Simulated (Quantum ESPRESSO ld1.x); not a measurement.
Numerical settings for neutral boron, [He] 2s2 2p1. Method: scalar-relativistic Kohn-Sham, relativistic LDA (MacDonald-Vosko exchange, VWN5 correlation), spin-unpolarised, spherical densities, point nucleus; computed with ld1.x of Quantum ESPRESSO 7.5. With the defaults (dx = 0.008, xmin = -8.0, rmax = 100, beta = 0.2, tr2 = 1e-14) the mesh has 1777 points, the cycle takes 29 iterations, E = -24.347327 hartree and the 2p eigenvalue is -0.13657 hartree. The mesh is r = exp(xmin + i dx)/Z up to rmax; beta is the mixing and tr2 the threshold. One setting is changed at a time.

change        mesh points  iterations  change of E (mhartree)  change of e(2p) (mhartree)
dx = 0.08             179          28                  +0.028                      +0.001
dx = 0.02             711          29                  0.000                      0.000
xmin = -5            1403          35                  +3.814                      -0.028
xmin = -4            1277          35                 +28.712                      -0.211
rmax = 8             1463          25                  +0.201                      +1.103
rmax = 30            1627          29                  0.000                      0.000
beta = 0.5           1777          14                  0.000                      0.000
beta = 1             1777          10                  0.000                      0.000
tr2 = 0.0001         1777           5                 +23.101                      +1.879
tr2 = 1e-10          1777          20                  -0.017                      0.000
